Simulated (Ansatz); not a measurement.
`OC([SiH3])N[SiH3]`. The species carries charge 0 and has multiplicity 1. Geometry: relaxed with PBE0-D4/def2-TZVP. It is one conformer, not always the lowest.

```xyz
14

O    -0.358    0.438   -2.016
C    -0.357    0.365   -0.604
Si    0.224    2.063    0.036
N     0.471   -0.706   -0.116
Si   -0.061   -1.919    0.985
H    -0.524   -0.451   -2.351
H    -1.377    0.174   -0.232
H     0.047    2.082    1.512
H    -0.535    3.186   -0.570
H     1.671    2.195   -0.284
H     1.460   -0.556   -0.249
H    -1.366   -2.443    0.501
H    -0.266   -1.443    2.384
H     0.972   -2.985    1.004
```

Problem. What is the dipole moment at B3LYP/def2-TZVPP? (Estimate.)

Solution. Ansatz gave: 1.08 D, with components (0.16, -1.02, 0.32) D in this frame, pointing from negative to positive charge.

Problem. And with PBE, r2SCAN, ωB97M-V? (Estimate.)

Solution. The calculation gave: PBE 1.08 D, r2SCAN 1.06 D, ωB97M-V 1.05 D.

Problem. Give the Mulliken charges with B3LYP, PBE, r2SCAN in def2-TZVPP. (Estimate.)

Solution. Computed: 
| atom | B3LYP | PBE | r2SCAN |
| --- | --- | --- | --- |
| O1 | -0.34 | -0.29 | -0.35 |
| C2 | 0.11 | 0.08 | 0.12 |
| Si3 | 0.27 | 0.20 | 0.29 |
| N4 | -0.32 | -0.26 | -0.36 |
| Si5 | 0.33 | 0.25 | 0.36 |
| H6 | 0.17 | 0.17 | 0.19 |
| H7 | 0.07 | 0.06 | 0.04 |
| H8 | -0.07 | -0.05 | -0.07 |
| H9 | -0.06 | -0.05 | -0.07 |
| H10 | -0.07 | -0.06 | -0.07 |
| H11 | 0.13 | 0.13 | 0.14 |
| H12 | -0.07 | -0.06 | -0.08 |
| H13 | -0.08 | -0.07 | -0.08 |
| H14 | -0.06 | -0.05 | -0.07 |

B3LYP here is the variant with VWN-RPA as its local correlation; programs differ in this.
